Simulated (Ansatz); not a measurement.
Ni2O2⁺. The state is a quartet with charge 1. Geometry r2SCAN-D4/def2-SVP; atoms count from 1.

```xyz
4

Ni    0.431   -0.922   -0.741
Ni   -0.432    0.925    0.744
O     1.117    0.522    0.072
O    -1.116   -0.524   -0.075
```

The charge 1 quartet is spin-contaminated (final ⟨S²⟩ up to 4.11, 3.75 for a pure state). The structure comes from a short search, and lower isomers may exist.

(1) Estimate the Mulliken populations from the PBE0/def2-TZVP orbitals of Ansatz.

(2) Where does the spin sit?

(3) And the Mayer bond orders between bonded heavy atoms (over 0.3)?

Results:

(1) 
```csv
atom,charge (e),spin (α − β),d electrons
Ni1,0.97,1.48,8.36
Ni2,0.97,1.49,8.36
O3,-0.47,0.01,–
O4,-0.47,0.02,–
```
Mulliken values and Mayer orders depend strongly on the basis.

(2) Summed by element: Ni 2.97, O 0.03, of 3 unpaired in all. Largest on single atoms: Ni2 1.49, Ni1 1.48, O4 0.02.

(3) Ni1–O3 0.79 (1.79 Å); Ni1–O4 1.12 (1.73 Å); Ni2–O3 1.10 (1.74 Å); Ni2–O4 0.79 (1.80 Å).
